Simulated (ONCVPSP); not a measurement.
N (Z = 7): excitation energies, all-electron against ONCV

| Item | Value |
| --- | --- |
| Element | N |
| Generator | ONCVPSP 4.0.1 |
| Type | optimised norm-conserving Vanderbilt (ONCV) |
| Functional | PBE |
| Relativity | scalar-relativistic |
| Frozen core | [He] |
| Valence charge | 5 |
| Reference configuration | 2s2 2p2 (charge +1) |
| Partial waves | 2s: rc 0.75 bohr, ncon 3, nbas 6, qcut 8.5 1/bohr, 1 projector; 2p: rc 2.35 bohr, ncon 4, nbas 7, qcut 4.9 1/bohr, 2 projectors, debl 3.6 Ha; d scattering state at 0.02 Ha: rc 1.80 bohr, ncon 3, nbas 6, qcut 4.6 1/bohr, 2 projectors, debl 1 Ha |
| Local potential | polynomial inside 0.45 bohr (lpopt 5, dvloc0 0 Ha) |
| Core correction | Teter function, fcfact 3.25, rcfact 1.55 |

Energies are relative to the spin-unpolarised reference configuration 2s2 2p2; without spin polarisation the order of configurations can differ from experiment.

**Question.** Give the all-electron excitation energy and the error of the potential for: 2s2 2p3; 2s2 2p1; 2s2 2p0; 2s0 2p5.

**Answer.**

```csv
valence configuration,charge,ΔE all-electron (eV),error AE − PS (meV)
2s2 2p3,0,-13.591,+148
2s2 2p1,+2,28.854,+479
2s2 2p0,+3,75.935,+2748
2s0 2p5,0,9.450,+531
```

Levels in the configuration 2s2 2p3:

| level | all-electron (eV) | pseudo (eV) |
| --- | --- | --- |
| 2s | -18.583 | -18.494 |
| 2p | -7.090 | -7.260 |

Note: ghosts flagged at negative energy: p at -363.7 eV; GHOST(+) flagged for d at 2.03 eV. A true bound ghost makes a file unfit for plane-wave use.
